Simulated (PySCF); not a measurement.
Al(F)(Br)(OMe) (CH3AlBrFO), SMILES C[O][Al]([F])[Br].

Coordinates come from a B3LYP-D3(BJ)/def2-SVP optimisation. The structure was generated by enumeration; whether it is a known compound was not checked. One conformer was computed; it need not be the lowest.

These are PBE/def2-TZVP (PySCF) values and carry that method's errors.

The molecule is in vacuum.

```json
{
  "total_energy": "-3031.10037 hartree",
  "point_group": "Cs",
  "highest_occupied_level": "-7.12 eV",
  "lowest_empty_level": "-1.96 eV",
  "orbital_gap": "5.16 eV",
  "dipole_moment": "2.01 D",
  "quadrupole, principal values (traceless, Buckingham form, about the centre of nuclear charge)": "-7.94, 2.97, 4.96 D·Å",
  "mean_static_polarisability": "58.7 bohr³ (8.70 Å³)",
  "polarisability_principal_values": "47.9, 57.9, 70.3 bohr³"
}
```
